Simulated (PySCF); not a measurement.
Species: C₉H₁₀OSi.
Z-matrix (Å and degrees, PBE0-D3(BJ)/def2-SVP geometry), rows numbered from 1:
```
Si
C   1  1.9023
C   2  1.4802  1  112.28
O   3  1.3460  2  118.02  1   -90.89
C   4  1.3480  3  110.07  2   177.62
C   5  1.3768  4  109.32  3    -0.15
C   6  1.4267  5  134.61  4   179.87
C   7  1.3676  6  118.47  5   179.87
C   8  1.4348  7  121.80  6     0.03
C   9  1.3680  8  121.48  7     0.03
C   3  1.3840  2  133.20  1    85.55
H   1  1.4934  2  109.38  3   -60.65
H   1  1.4962  2  110.05  3   179.55
H   1  1.4928  2  109.87  3    59.31
H   2  1.1014  1  108.45  3   121.83
H   2  1.1013  1  108.97  3  -121.94
H   5  1.0856  4  116.54  3   179.46
H   7  1.0921  6  120.52  5    -0.10
H   8  1.0926  7  119.62  6  -179.95
H   9  1.0924  8  118.72  7  -179.90
H  10  1.0926  9  120.96  8  -179.80
```

Method used: PBE0-D3(BJ)/def2-SVP geometry optimisation, gas phase in PySCF 2.14.0.

Masses are those of the commonest isotopes; rigid-rotor values at the optimised geometry. The values belong to one conformer with, in the numbering `[SiH3:1][CH2:2][c:3]1[o:4][cH:5][c:6]2[cH:7][cH:8][cH:9][cH:10][c:11]12`, Si1–C2–C3–O4 -91°.

Problem. Give the principal moments of inertia and the rotational constants in cm⁻¹.

Solution. Ia = 271.57, Ib = 768.24, Ic = 957.54 u·Å²; 505379 MHz·u·Å²/I gives 1861, 657.8 and 527.8 MHz, that is A = 0.06207, B = 0.02194, C = 0.01761 cm⁻¹.

Problem. What kind of rotor is it?

Solution. An asymmetric top; Ray's κ = -0.805.

Problem. What does the inertial defect say?

Solution. Not planar: Δ = Ic − Ia − Ib = -82.27 u·Å². For a rigid frame Δ = −2 Σ m c², so Σ m c² = 41.14 u·Å² lies off the ab plane: 10.38 from hydrogen and 30.76 from heavier atoms. The atom farthest from that plane is 1.60 Å away.

Problem. Give the other two planar moments, Paa and Pbb, and the rms extents of the mass along the axes.

Solution. Paa = Σ m a² = (Ib + Ic − Ia)/2 = 727.11 and Pbb = Σ m b² = (Ia + Ic − Ib)/2 = 230.43 u·Å². With the mass M = 162.05 u, the rms extents √(P/M) along a, b and c are 2.12, 1.19, 0.50 Å.

Problem. Give the coordinates in the principal-axis frame, origin at the centre of mass.

Solution. The sense of each axis is arbitrary; atoms in the order of the calculation.
| atom | mass (u) | a (Å) | b (Å) | c (Å) |
| --- | --- | --- | --- | --- |
| Si1 | 27.977 | 3.114 | 0.706 | 0.598 |
| C2 | 12.000 | 2.110 | 0.090 | -0.896 |
| C3 | 12.000 | 0.782 | -0.432 | -0.503 |
| O4 | 15.995 | 0.677 | -1.744 | -0.218 |
| C5 | 12.000 | -0.581 | -2.034 | 0.168 |
| C6 | 12.000 | -1.341 | -0.886 | 0.146 |
| C7 | 12.000 | -2.703 | -0.579 | 0.441 |
| C8 | 12.000 | -3.124 | 0.715 | 0.306 |
| C9 | 12.000 | -2.237 | 1.758 | -0.122 |
| C10 | 12.000 | -0.925 | 1.504 | -0.416 |
| C11 | 12.000 | -0.447 | 0.168 | -0.290 |
| H12 | 1.008 | 2.373 | 1.816 | 1.269 |
| H13 | 1.008 | 4.448 | 1.212 | 0.147 |
| H14 | 1.008 | 3.315 | -0.410 | 1.569 |
| H15 | 1.008 | 1.993 | 0.925 | -1.605 |
| H16 | 1.008 | 2.683 | -0.695 | -1.413 |
| H17 | 1.008 | -0.786 | -3.071 | 0.415 |
| H18 | 1.008 | -3.389 | -1.363 | 0.769 |
| H19 | 1.008 | -4.163 | 0.970 | 0.528 |
| H20 | 1.008 | -2.626 | 2.774 | -0.212 |
| H21 | 1.008 | -0.256 | 2.305 | -0.739 |

Problem. List the rotational levels J(Ka,Kc) to J = 2 (K).

Solution. Above 0(0,0), as E/k:
J = 1: 1(0,1) 0.057, 1(1,1) 0.115, 1(1,0) 0.121
J = 2: 2(0,2) 0.170, 2(1,2) 0.222, 2(1,1) 0.241, 2(2,1) 0.414, 2(2,0) 0.415
Those of J = 1 are B + C, A + C and A + B.

Problem. Predict some low-J microwave lines.

Solution. The dipole components are |μa| = 0.09 D, |μb| = 0.13 D, |μc| = 0.47 D. Intensities carry the squares of the components, which stand as 0.04 : 0.08 : 1.00 (a : b : c). Some lines, for components of 0.1 D or more:

| type | branch | J(Ka,Kc) | MHz | lower level (cm⁻¹) |
| --- | --- | --- | --- | --- |
| c | Q | 1(1,1) ← 1(0,1) | 1203 | 0.040 |
| b | Q | 2(1,1) ← 2(0,2) | 1473 | 0.118 |
| b | R | 3(0,3) ← 2(1,2) | 2434 | 0.154 |
| c | R | 1(1,0) ← 0(0,0) | 2519 | 0.000 |
| b | Q | 3(2,1) ← 3(1,2) | 3470 | 0.292 |
| b | Q | 2(2,0) ← 2(1,1) | 3619 | 0.167 |
| b | Q | 3(2,2) ← 3(1,3) | 4201 | 0.266 |
| c | R | 2(2,1) ← 1(1,1) | 6241 | 0.080 |
| b | R | 3(2,2) ← 2(1,1) | 7166 | 0.167 |
| c | R | 3(2,1) ← 2(1,1) | 7216 | 0.167 |
| c | R | 3(2,2) ← 2(1,2) | 7556 | 0.154 |
| b | R | 3(3,1) ← 2(2,0) | 9894 | 0.288 |
| c | R | 3(3,1) ← 2(2,1) | 9904 | 0.288 |
| b | R | 3(3,0) ← 2(2,1) | 9904 | 0.288 |

PBE0-D3(BJ)/def2-SVP frequencies: not computed here. Constants of a rigid frame at the computed geometry: no zero-point averaging, no centrifugal distortion. A rigid rotor knows nothing of internal rotation, which can split or shift real lines.

Cost: about 2.6 min of CPU time on one thread; the machine was shared, so the figure is rough. This is the geometry optimisation.
